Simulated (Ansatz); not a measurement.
CH3AgF3P, SMILES `[CH3][Ag-][P+](F)(F)F`, 9 atoms. Total charge 0; spin multiplicity 1. Correlated methods include outer-core shells of Ag, which these sets cover unevenly. Ag: def2 effective core potential. All runs use 4 threads of an Arm Neoverse V1 on a shared host. Correlated methods freeze the cores.

Q: Give the basis size and wall time and peak host memory of each of these runs in Ansatz. RKS PBE0-D4/def2-TZVP frequencies; RKS BLYP-D4/def2-TZVPP energy; RKS BHLYP-D4/def2-TZVPP energy; RKS PBE0-D4/def2-SVP energy; RHF-MP2/def2-QZVPP energy; direct RPA on PBE orbitals/def2-TZVPP energy; RHF-CCSD(T)/def2-SVP energy; RKS PBE0-D4/def2-TZVPP energy; RKS ωB97M-V/def2-TZVPP energy and forces; RKS PBE0-D4/def2-QZVPP energy; RKS PBE0-D4/def2-TZVP relaxation (13 steps); RKS ωB97M-V/def2-SVP energy. (Estimate.)

A: Computed: Other jobs shared the machine, so times are rough.

```
                                level                    job  functions  wall time  peak host memory (GiB)
                 RKS PBE0-D4/def2-SVP                 energy        120      1.8 s                    0.55
               RKS BLYP-D4/def2-TZVPP                 energy        264      2.4 s                    0.35
               RKS PBE0-D4/def2-TZVPP                 energy        264      3.9 s                    0.74
              RKS BHLYP-D4/def2-TZVPP                 energy        264        4 s                    0.78
direct RPA on PBE orbitals/def2-TZVPP                 energy        264        8 s                    0.69
                 RKS ωB97M-V/def2-SVP                 energy        120        8 s                    0.55
               RKS PBE0-D4/def2-QZVPP                 energy        476      9.5 s                     1.8
               RKS ωB97M-V/def2-TZVPP      energy and forces        264       15 s                       1
                 RHF-CCSD(T)/def2-SVP                 energy        120       22 s                    0.86
                   RHF-MP2/def2-QZVPP                 energy        476       24 s                     2.6
                RKS PBE0-D4/def2-TZVP  relaxation (13 steps)        219       56 s                    0.65
                RKS PBE0-D4/def2-TZVP            frequencies        219    2.6 min                    0.64
```
